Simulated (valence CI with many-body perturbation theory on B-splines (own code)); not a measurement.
**Sm28+ in brief**

Method: relativistic CI+MBPT: six valence electrons over a frozen Dirac-Fock core [Ar] 3d10, radial functions for each j: 9 s, 9 p, 8 d, 6 f, 3 g, 1 h, with the one-electron correlation potential Σ1 (screened to all orders), the two-electron term Σ2, the three-electron term Σ3, Breit, model QED; selected single and double excitations, second order for the rest, scaled by the run's own slope (own B-spline code, finite nucleus).

No measured spectrum was set against this ion. As an estimate, large intervals hold to a few tenths of a per cent, small ones and those within an open d or f shell to about a per cent. Among the levels kept, up to 640 cm⁻¹ of a level comes from second order outside the variational space, and about a tenth of that is noise between levels of different J, which matters for small intervals.

Levels are named by their leading jj configuration (3d3/2^4 stands for four electrons in 3d with j = 3/2), which in mixed levels can hold well under half, so a name can repeat and another be missing.

Rates and lifetimes use the calculated energies. Strong lines usually hold to 10 to 20 %, long lifetimes can be off by a factor of two.

Problem. What is the ground level?

Solution. (4s^2 4p1/2^2 4p3/2^2) J=2, composition 71 % 4s2 4p4 3P + 27 % 4s2 4p4 1D, g = 1.361.

Problem. Among levels below 1404900 cm⁻¹, which E1 lines absorb most strongly from the ground level?

Solution. to (4s^2 4p1/2 4p3/2^2 4d3/2) J=3 at 7.703 nm, f = 0.968; to (4s^2 4p1/2 4p3/2^2 4d3/2) J=2 at 7.774 nm, f = 0.581; to (4s^2 4p1/2^2 4p3/2 4d5/2) J=3 at 9.647 nm, f = 0.270.

Problem. What is the ionisation energy?

Solution. 1062.1 eV; NIST lists 1060 ± 4 eV (theoretical).

Problem. How well does LS coupling describe the low levels?

Solution. Among the lowest 20 levels the leading LS term, summed over configurations, holds 54 % on average. For single configurations the figures are 49 % in LS and 80 % in jj coupling. Terms mix most in the J = 3 level at 1036600 cm⁻¹, where the leading one holds 23 %.

Problem. What are the static dipole polarisabilities of the lowest levels?

Solution. (4s^2 4p1/2^2 4p3/2^2) J=2 0.105 (tensor 0.0014); (4s^2 4p1/2^2 4p3/2^2) J=0 0.104; (4s^2 4p1/2 4p3/2^3) J=1 0.112 (tensor -0.0033); (4s^2 4p1/2 4p3/2^3) J=2 0.112 (tensor -0.0077) bohr³, of which the core gives 0.00535.

Problem. Where does the other parity begin?

Solution. At (4s 4p1/2^2 4p3/2^3) J=2, 823580 cm⁻¹.

Problem. Name the longest-lived excited levels whose lifetime is computed, and their main decay.

Solution. (4s^2 4p1/2^2 4p3/2^2) J=0 at 52313 cm⁻¹ lives 309 ms, mostly by E2 to (4s^2 4p1/2^2 4p3/2^2) J=2; (4s^2 4p1/2^2 4p3/2 4d5/2) J=4 at 963370 cm⁻¹ lives 273 μs, mostly by M2 to (4s^2 4p1/2^2 4p3/2^2) J=2; (4s^2 4p1/2 4p3/2^2 4d5/2) J=4 at 1243600 cm⁻¹ lives 15.8 μs, mostly by M1 to (4s^2 4p1/2^2 4p3/2 4d5/2) J=4.
